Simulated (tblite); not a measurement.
CH₂BCl₅Ge.
SMILES with atom numbers: `[Cl:1][B:2]([Cl:3])[GeH2:4][C:5]([Cl:6])([Cl:7])[Cl:8]` (hydrogens: H9, H10 on Ge4)

Computed with GFN2-xTB (tblite), gas phase: L-BFGS steps from a force-field or distance-geometry start until the largest atomic force falls under 0.01 eV/Å.

Step 80: E = -792.5253 eV
```
atom  x, y, z in Å  |  force x, y, z in eV/Å
Cl1     2.4568   -1.6214   -0.4311   -0.027   0.105   0.053
B2      1.8666   -0.1746    0.2452    0.052  -0.047   0.038
Cl3     2.6175    0.5306    1.6007   -0.020  -0.056  -0.083
Ge4     0.1578    0.6723   -0.4875   -0.016  -0.026  -0.006
C5     -1.3757   -0.2807    0.3933    0.025   0.059   0.093
Cl6    -1.1694   -0.2094    2.1554   -0.017  -0.001  -0.077
Cl7    -1.3734   -1.9635   -0.1214    0.009  -0.072  -0.008
Cl8    -2.9093    0.4567   -0.0370   -0.014   0.013  -0.003
H9     -0.1025    2.1069   -0.1415    0.005   0.014   0.006
H10    -0.1593    0.4877   -1.9411    0.002   0.012  -0.013
```

Step 81: E = -792.5264 eV
```
atom  x, y, z in Å  |  force x, y, z in eV/Å
Cl1     2.4305   -1.6377   -0.4059    0.003  -0.013  -0.018
B2      1.8671   -0.1755    0.2454   -0.019  -0.007  -0.003
Cl3     2.6519    0.5448    1.5657    0.028   0.021   0.035
Ge4     0.1573    0.6760   -0.4797   -0.020  -0.021  -0.003
C5     -1.3777   -0.2849    0.3893    0.020   0.055   0.080
Cl6    -1.1846   -0.2092    2.1521   -0.011  -0.002  -0.067
Cl7    -1.3632   -1.9690   -0.1222    0.005  -0.064  -0.009
Cl8    -2.9116    0.4454   -0.0531   -0.011   0.008  -0.003
H9     -0.1048    2.1071   -0.1208    0.007   0.015   0.006
H10    -0.1559    0.5076   -1.9358   -0.002   0.007  -0.019
```

Step 82: E = -792.5269 eV
```
atom  x, y, z in Å  |  force x, y, z in eV/Å
Cl1     2.4386   -1.6281   -0.4313    0.002  -0.009  -0.015
B2      1.8669   -0.1790    0.2422   -0.014  -0.003  -0.002
Cl3     2.6454    0.5238    1.5760    0.024   0.016   0.031
Ge4     0.1570    0.6767   -0.4784   -0.018  -0.018   0.000
C5     -1.3779   -0.2822    0.3927    0.016   0.044   0.068
Cl6    -1.1951   -0.1876    2.1546   -0.009  -0.002  -0.062
Cl7    -1.3525   -1.9727   -0.1014    0.002  -0.050  -0.006
Cl8    -2.9128    0.4363   -0.0664   -0.007   0.004  -0.001
H9     -0.1052    2.1077   -0.1182    0.009   0.013   0.005
H10    -0.1554    0.5098   -1.9348   -0.004   0.005  -0.017
```

Task: Estimate the geometry and energy of step 83. (The exact step hangs on the optimiser's Hessian estimate; all steps are aligned on step 82, rigid shifts and turns removed.)

Result: E = -792.5256 eV, largest force 0.196 eV/Å
```
atom  x, y, z in Å  |  force x, y, z in eV/Å
Cl1     2.4866   -1.5729   -0.5677   -0.053   0.156   0.107
B2      1.8657   -0.1956    0.2256    0.102  -0.047   0.049
Cl3     2.5996    0.4100    1.6416   -0.060  -0.087  -0.154
Ge4     0.1554    0.6791   -0.4750    0.008  -0.006   0.013
C5     -1.3773   -0.2667    0.4123   -0.041  -0.046   0.010
Cl6    -1.2424   -0.0788    2.1675   -0.010  -0.009  -0.092
Cl7    -1.3001   -1.9891    0.0049   -0.024   0.091   0.026
Cl8    -2.9174    0.3929   -0.1273    0.070  -0.047   0.035
H9     -0.1057    2.1113   -0.1140    0.019   0.000  -0.001
H10    -0.1554    0.5145   -1.9330   -0.011  -0.005   0.006
```

The energy changes by +0.0013 eV. The first-order estimate −F·Δx gives -0.0025 eV and the mean of the old and new forces, exact on a quadratic surface, +0.0031 eV. The step makes an angle of 86° with the force vector and moves no atom by more than 0.155 Å. The energy falls at the start of this step and ends higher, so the step passed the lowest point of its straight line.

What follows is the cost of the whole relaxation. Time: 0.9 s of wall time. Hardware: one thread of an Arm Neoverse V2, shared host with 96 logical CPUs at a one-minute load of 71.
